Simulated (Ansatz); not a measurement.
`CSC(=O)O` + `O[SiH3]` → `O=C(O)O[SiH3]` + CH₃SH at 298.15 K and 1 bar (substitution at a C–S bond).

Computed with Ansatz on PBE0-D4/def2-TZVP structures; ΔE is electronic, products minus reactants. CCSD(T)/CBS is the MP2 limit (def2-TZVPP, def2-QZVPP) plus CCSD(T) − MP2 in def2-TZVPP, frozen cores. This one scheme is used for every species. Each species was taken in one conformer, which may not be the lowest.

```
        species  CCSD(T)/CBS energy (Eh)  H − E (kJ/mol)  S (J/(mol·K))
     `CSC(=O)O`               -626.64358           184.5          320.9
      `O[SiH3]`               -366.69042           113.6          257.8
`O=C(O)O[SiH3]`               -555.10886           163.1          321.3
          CH₃SH               -438.22835           133.0          253.2
```

H − E and S are ideal-gas, rigid-rotor, harmonic terms from PBE0-D4/def2-TZVP, for one conformer and one mirror image of each species. 1 Eh = 2625.50 kJ/mol, R = 8.31446 J/(mol·K).

**Question.** By hand: ΔE, ΔH, ΔS and ΔG.

**Answer.** ΔE = (-555.10886) + (-438.22835) − (-626.64358) − (-366.69042) = -0.00321 Eh = -8.4 kJ/mol. Δ(H − E) = 163.1 + 133.0 − 184.5 − 113.6 = -2.0, so ΔH = -10.4 kJ/mol. ΔS = 321.3 + 253.2 − 320.9 − 257.8 = -4.2 J/(mol·K). ΔG = -10.4 − 298.15 × (-4.2)/1000 = -9.1 kJ/mol.

**Question.** By hand: the equilibrium constant, and the temperature at which ΔG would vanish if ΔH and ΔS stayed fixed.

**Answer.** log₁₀ K = −ΔG/(RT ln 10) = 1.6. ΔG = 0 at ΔH/ΔS = 2476 K, though so small a ΔS makes that figure unsure.

The number of gas molecules stays the same, so ΔS is small and ΔH decides. A doubt of 5 kJ/mol in ΔE shifts log₁₀ K by 0.9 here. Other conformers and mirror images would add mixing entropy, several J/(mol·K) or more a flexible species. These are equilibria of isolated gas molecules and say nothing of rates. Largest T1 diagnostic: 0.015 (customary marks: 0.02 for closed shells, 0.045 for open ones).
